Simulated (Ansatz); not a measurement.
Two isomers of CH5FN2OW: A = `C[O][W](=[NH])(=[NH])[F]`, B = `C[N]=[W]([NH2])(=[O])[F]`.

Computed with Ansatz on PBE0-D4/def2-TZVP structures; ΔE is electronic, products minus reactants. CBS: MP2 limit from def2 TZ/QZ plus the TZ coupled-cluster correction, frozen cores. Functionals use def2-TZVPP. B3LYP here is the variant with VWN-RPA as its local correlation; programs differ in this. def2 core potentials past Kr. For W outer-core shells are correlated without core-valence functions, which leaves a few kJ/mol of doubt a bond. One conformer a species, not always the lowest.

A:

Z-matrix (Å, degrees):
```
C
W 1 3.049
O 1 1.405 2 24.9
H 1 1.094 2 87.2 3 164.7
H 1 1.093 2 125.5 3 52.9
H 1 1.094 2 113.8 3 -85.4
N 2 1.749 1 88.8 3 -178.0
N 2 1.745 1 116.3 3 69.1
F 2 1.879 1 120.7 3 -66.8
H 7 1.008 2 153.0 1 -120.0
H 8 1.006 2 160.6 1 94.9
```

B:

```xyz
11

C    -0.724    1.360    1.376
N     0.025    0.390    0.659
W     0.281   -1.113   -0.192
N     0.895   -0.591   -1.958
O    -1.186   -1.978   -0.342
F     1.553   -2.140    0.736
H    -0.314    1.488    2.383
H    -0.663    2.328    0.868
H    -1.779    1.080    1.460
H     1.187    0.338   -2.216
H     0.724   -1.162   -2.773
```

Which isomer does CCSD(T)/CBS put lower? Give the gap. (Best estimate.)

The calculation gave: B, by 97.5 kJ/mol.

Give E(B) − E(A) in kJ/mol with CCSD(T)/def2-TZVPP, B3LYP-D4, BLYP-D4, CCSD(T)/def2-SVP, CCSD/def2-TZVPP, PBE-D4, ωB97M-V. (An estimate is asked.)

Ansatz gave: CCSD(T)/def2-TZVPP -97.9, B3LYP-D4 -98.6, BLYP-D4 -102.3, CCSD(T)/def2-SVP -96.5, CCSD/def2-TZVPP -94.5, PBE-D4 -107.5, ωB97M-V -96.9. None reverses the order clearly.

Does the order hold for the free energy at 298.15 K (harmonic terms from PBE0-D4)? (An estimate is asked.)

Ansatz gave: Yes: G(B) − G(A) = -92.4 kJ/mol, for one conformer each. Modes under 60 cm⁻¹, often nearly free rotors, make the harmonic entropy too high.

Largest T1 diagnostic: 0.020.

From BLYP to BHLYP (50 % exact exchange), in def2-TZVPP and without D4, E(B) − E(A) moves by +10.6 kJ/mol. Leaving LDA and LC-ωPBE aside and taking each functional with its dispersion term where it has one, the values, not all of them listed here, spread over 17.3 kJ/mol, from revPBE-D4 to BHLYP-D4. LDA lies +3.8 kJ/mol from PBE without D4.
